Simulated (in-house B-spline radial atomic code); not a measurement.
Ionising the arsenic ion As²⁷⁺ with different functionals

Computed with an all-electron radial atomic-structure program (B-spline basis): non-relativistic Hamiltonian, point nucleus, spin-polarised at highest spin, spherical fractional occupations for the functionals. The ionisation energy is the difference of two self-consistent energies, [He] 2s2 2p2 → [He] 2s2 2p1, without Breit or QED terms; ε is the level of the shell that loses the electron (its least bound occupied spin orbital). There is no spin-orbit coupling in this Hamiltonian.

Hybrids are left out here: with spherical fractional occupations of an open shell their exact exchange keeps a self-interaction that integer-occupation calculations don't have.

```csv
method,rung,ΔSCF (eV),-ε(2p) (eV)
RPBE,GGA,2909.1,2842.4
PBEsol,GGA,2907.9,2841.1
AM05,GGA,2906.9,2840.2
BP86,GGA,2909.8,2842.9
OLYP,GGA,2911.6,2845.5
SCAN,meta-GGA,2912.6,2848.0
```

How do they compare with the NIST value?

NIST lists 2938 eV ± 3 (semi-empirical, ground level to ground level). Errors run from -31.1 to -25.4 eV. The correlated functionals all miss on the same side by more than they spread, so the cause is common to them (relativity, Breit-QED terms, multiplet and fine-structure energies, or a listed next ion that isn't the cheapest removal here) and closeness doesn't rank the functionals.
